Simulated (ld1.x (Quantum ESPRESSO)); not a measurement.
## Before and after: TM semilocal potential for gold (Au)

ld1.x (Quantum ESPRESSO) 7.5 input, shortened:

```
&input
   title='Au', zed=79., rel=1, dft='WC', iswitch=3,
   config='[Xe] 4f14 5d10 6s0.75 6p0.25'
 /
 &inputp
   pseudotype=1, tm=.true., lloc=2,
   nlcc=.true., new_core_ps=.true., rcore=1.55
 /
3
6S  1  0   0.75   0.00  2.25  2.25  0.0
6P  2  1   0.25   0.00  3.00  3.00  0.0
5D  3  2  10.00   0.00  2.10  2.10  0.0
 &test
   configts(1)='5d10 6s0.75 6p0.25'
 /
```

All-electron outer shells of the reference configuration (Wu–Cohen, scalar-relativistic, ld1.x):

| shell | level (eV) | outermost node (bohr) | outermost maximum (bohr) |
| --- | --- | --- | --- |
| 4f | -81.81 | – | 0.37 |
| 5p | -60.44 | 0.52 | 0.96 |
| 5d | -7.50 | 0.56 | 1.21 |
| 6s | -6.27 | 1.11 | 2.29 |
| 6p | -1.02 | 1.32 | 3.47 |

Change: type PAW, which also changes the form from semilocal to separable; waves now 6s (bound): rcut 1.95, rcutus 2.25 bohr; 6s channel at 1.25 Ry: rcut 1.95, rcutus 2.25 bohr; 6p (bound): rcut 2.60, rcutus 3.00 bohr; 6p channel at 0.5 Ry: rcut 2.60, rcutus 3.00 bohr; 5d (bound): rcut 1.85, rcutus 2.10 bohr; 5d channel at 2.55 Ry: rcut 1.85, rcutus 2.10 bohr; local potential all-electron potential smoothed inside 2.80 bohr (lloc = -2); augmentation GAUSS, radius 1.55 bohr.

Cutoffs: the cutoffs (Ry, on a coarse ladder) from which the occupation-weighted sum of valence levels, in a spherical-Bessel basis at the reference potential, stays within 10 and 1 mRy of its value at 400 Ry; they do not see the model core or the augmentation charge, which bear on the density cutoff. Errors are all-electron minus pseudo energies relative to the spin-unpolarised reference configuration.

Question: How do hardness, ghosts and transferability respond?

Answer: The potential gets softer (40 Ry and 50 Ry → 25 Ry and 45 Ry); a bound ghost appears in s, which as a rule spoils a file; the number of tests that count goes from 7 to 6; of the 6 tests that both files solve, the error grows in 1 and shrinks in 4 by more than 15 % and 0.3 meV (median size 8.0 → 3.4 meV); the range in which the s phases agree widens (upper end 1.8 → at the end of the scan). In the semilocal form every listed channel keeps its own potential, so the choice of the local channel does not act on these tests. It acts once the file is put into the separable form. A semilocal file is local in each channel, so a ghost entry of none says nothing of the separable form that plane-wave codes build from it. Several settings change at once here, so the effects cannot be laid on one of them.

| quantity | base | changed |
| --- | --- | --- |
| cutoff, loose | 40 Ry | 25 Ry |
| cutoff, tight | 50 Ry | 45 Ry |
| loose cutoff by channel (10 mRy a level) | s 8 Ry, p 6 Ry, d 35 Ry | s 6 Ry, p 6 Ry, d 18 Ry |
| bound ghosts | none | s |
| tests counted (converged, no solver errors) | 7 of 7 | 6 of 7 |
| error for 5d10 6s1 6p0, meV [ΔE -1.29 eV] | +0.2 | +0.4 |
| error for 5d10 6s0 6p0, meV [ΔE 8.15 eV] | -13 | -4.9 |
| error for 5d9 6s0 6p0, meV [ΔE 29.40 eV] | -27 | -37 |
| error for 5d9 6s2 6p0, meV [ΔE 0.37 eV] | -48 | -30 |
| error for 5d10 6s0.5 6p0, meV [ΔE 2.50 eV] | -2.5 | -1.4 |
| error for 5d10 6s0 6p1, meV [ΔE 4.10 eV] | -3.0 | -1.8 |
| s: phases at 3.24 bohr within 0.05 rad from the reference energy up to (Ry; the scan ends near 5) | 1.8 | to the end of the scan |
| p: phases at 3.24 bohr within 0.05 rad from the reference energy up to (Ry; the scan ends near 5) | 2.3 | 3.0 |
| d: phases at 3.24 bohr within 0.05 rad from the reference energy up to (Ry; the scan ends near 5) | to the end of the scan | to the end of the scan |

Changed file: Tests not counted: 5d7 6s0 6p0 (solver errors, printed error -429 eV). A true bound ghost makes a file unfit for plane-wave use even where its test errors are small: the radial tests pick states by their node count and pass the ghost by. Where a test does run into it, the solver fails or the error is huge.
